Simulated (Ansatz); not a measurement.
**A cut through the energy surface**

GeHSF (SMILES [F][Ge][SH]), singlet, at its PBE0-D4/def2-TZVP minimum:

F1  (-1.911, 0.471, 0.575)
Ge2  (-0.304, -0.064, 1.042)
S3  (0.532, -0.027, -1.031)
H4  (1.739, -0.440, -0.606)
(Å)

The angle S3–Ge2–F1 (95.2° at the minimum) is set to the values below, S3, with anything bonded beyond it, turning rigidly in the plane of the angle. Each method's energies count from its own value at the PBE0-D4 minimum structure. Program: Ansatz 0.2.0. Basis: def2-TZVPP. Cores are frozen in the correlated methods. Filled d shells of the heavier atoms are correlated. The def2 sets are not built for correlating such inner shells, so the correlated values are less sure here. B3LYP uses VWN-RPA correlation.

```csv
angle (°),CCSD(T) (kcal/mol),wB97M-V (kcal/mol),MP2 (kcal/mol)
77.2,8.54,7.98,8.53
81.7,4.47,4.08,4.46
86.2,1.88,1.64,1.87
90.7,0.46,0.35,0.45
95.2,0.00,0.00,0.00
99.7,0.36,0.44,0.37
104.2,1.43,1.56,1.45
108.7,3.13,3.29,3.16
113.2,5.40,5.56,5.44
```

Minimum and curvature along this coordinate at CCSD(T): A fifth-order fit through the nearest points gives 95.4°, with a curvature of about 1.7 meV/deg².

Largest difference from the CCSD(T) curve over the scan: PBE-D4 0.57; r2SCAN-D4 0.44; PBE0-D4 0.42; B3LYP-D4 0.24 kcal/mol. Each curve counts from its own value at the minimum.

The T1 diagnostic stays at or below 0.016.

For scale, one of the runs: CCSD(T)/def2-TZVPP, 135 basis functions (an equivalent command: `ansatz run in.yaml --threads 2`). Time: 7 s of wall clock on 2 CPU threads; the host was shared. Peak host memory: 0.75 GiB.
